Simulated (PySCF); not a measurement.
Species: C6H6FO2 (charge -1).
Atom-mapped SMILES: `[CH2:1]=[CH:2][C@H:3]([C:4](=[CH2:5])[F:6])[C:7](=[O:8])[O-:9]` (hydrogens: H10, H11 on C1; H12 on C2; H13 on C3; H14, H15 on C5)

Computed geometry: GFN2-xTB, gas phase.

Task: Give the optimised bond lengths and angles.

Result: 
```csv
bond,length (Å),order
C1=C2,1.329,double
C2–C3,1.467,single
C3–C4,1.461,single
C4=C5,1.327,double
C4–F6,1.379,single
C3–C7,1.715,single
C7=O8,1.216,double
C7–O9,1.215,single
C1–H10,1.078,single
C1–H11,1.079,single
C2–H12,1.083,single
C3–H13,1.091,single
C5–H14,1.071,single
C5–H15,1.077,single
```

Orders are formal, as drawn. A selection of angles:
```csv
angle,degrees
C1–C2–C3,124.8
C2–C3–C4,116.2
C2–C3–C7,103.2
C4–C3–C7,108.0
C3–C4–C5,129.1
C3–C4–F6,113.7
C5–C4–F6,117.2
C3–C7–O8,111.6
C3–C7–O9,113.7
O8–C7–O9,134.6
```

Torsions: C1–C2–C3–C4 -145° (anticlinal); C2–C3–C4–C5 -48° (synclinal); C2–C3–C7–O8 -105° (anticlinal).

C1 (terminal =CH2 carbon) is planar (angles 122.1°, 121.6° and 116.3°, sum 360.0°, 0.01 Å off the plane of its three neighbours). C4 (vinylic C–F carbon) is planar (angles 129.1°, 117.2° and 113.7°, sum 360.0°, 0.02 Å off the plane of its three neighbours). The C–C distances run from 1.327 Å (C4=C5, drawn double) to 1.715 Å (C3–C7, drawn single), a spread of 0.388 Å. C7 (carboxylate carbon) is planar (angles 134.6°, 113.7° and 111.6°, sum 360.0°, 0.01 Å off the plane of its three neighbours). C2 (alkene CH carbon) is planar (angles 124.8°, 119.6° and 115.5°, sum 359.9°, 0.02 Å off the plane of its three neighbours). C5 (terminal =CH2 carbon) is planar (angles 121.4°, 120.2° and 118.3°, sum 359.9°, 0.02 Å off the plane of its three neighbours). Of the pairs four or more bonds apart, C5···O9 is among the closest relative to their van der Waals radii: 3.00 Å, 93 % of the sum of Bondi's values.

Point group: C1 (no symmetry element, even within 0.4 Å). Stationary, but not proved a minimum.

One conformer stands for the species.
